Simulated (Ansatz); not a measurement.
This geometry of CH$_{2}$BOS (6 atoms, charge 0, multiplicity 2) is a first-order saddle point.

These are results of Ansatz 0.2.0, UKS PBE0-D4/def2-SVP, not measurements.

```xyz
6
Properties=species:S:1:pos:R:3
O -0.183 -0.422 -2.074
B -0.089 -0.270 -0.757
C -0.048 -0.090 0.594
S 0.122 -0.153 2.215
H 0.562 -0.128 -2.607
H -0.365 1.063 2.629
```

Problem. Which two structures does it join? (They come from a converged band through this point; their orientation in space is the band's.)

Solution. No bond is made or broken.

Image 0:

```xyz
6
Properties=species:S:1:pos:R:3
O 0.290 -0.718 -1.992
B 0.157 -0.428 -0.703
C 0.022 -0.137 0.618
S -0.072 -0.008 2.252
H 0.084 0.004 -2.596
H -0.482 1.287 2.420
```

Image 6:

```xyz
6
Properties=species:S:1:pos:R:3
O 0.099 -0.102 -2.103
B 0.048 -0.074 -0.776
C -0.021 0.008 0.578
S -0.048 -0.075 2.217
H 0.377 -0.942 -2.482
H -0.455 1.184 2.566
```

Problem. How far does it lie above each of them?

Solution. 0.130 eV above the first and 0.137 eV above the second. This is the barrier of this one path; another mechanism may lie lower.

The run took 9.9 min on 1 thread of Intel(R) Xeon(R) Processor @ 2.50GHz (Skylake/Cascade Lake) (shared host), peak memory 0.18 GiB.
